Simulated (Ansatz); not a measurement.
Total energies of Cu(AsH3)H (CuAsH4) from Ansatz at PBE0-D4/def2-TZVPD, gas phase (1 Eh = 27.2114 eV = 2625.5 kJ/mol). The reference geometry is relaxed at B3LYP-D4/def2-TZVP.

```csv
atom,x (Å),y (Å),z (Å)
Cu1,0.303,-1.325,1.043
As2,-0.115,0.511,-0.402
H3,-0.005,0.347,-1.901
H4,0.716,1.770,-0.303
H5,-1.465,1.193,-0.400
H6,0.566,-2.496,1.964
```

```
                 state   geometry  energy (Eh)
      charge 0 singlet  reference  -3878.26389
     charge -1 doublet  reference  -3878.24387
free Cu atom (doublet)          –  -1640.24421
free As atom (quartet)          –  -2235.53925
 free H atom (doublet)          –     -0.50104
```

Problem. Work out the vertical electron affinity, to the doublet.

Solution. E(charge 0 singlet) − E(charge -1 doublet) = -3878.26389 − (-3878.24387) = -0.02002 Eh = -0.54 eV; negative, so the extra electron isn't bound.

Problem. What is the binding energy per atom against free atoms?

Solution. Atoms: 1 × (-1640.24421) + 1 × (-2235.53925) + 4 × (-0.50104) = -3877.78762 Eh. Binding: -3877.78762 − (-3878.26389) = 0.47627 Eh = 12.96 eV, or 2.16 eV for each of 6 atoms (no zero-point energy, no counterpoise term).

At PBE0-D4/def2-TZVPD the highest occupied level of the charge -1 doublet lies above zero (up to 1.91 eV). By energy differences it is unbound by 0.54 eV (vertical, to the charge 0 singlet, at PBE0-D4/def2-TZVPD) and held by the finite basis.
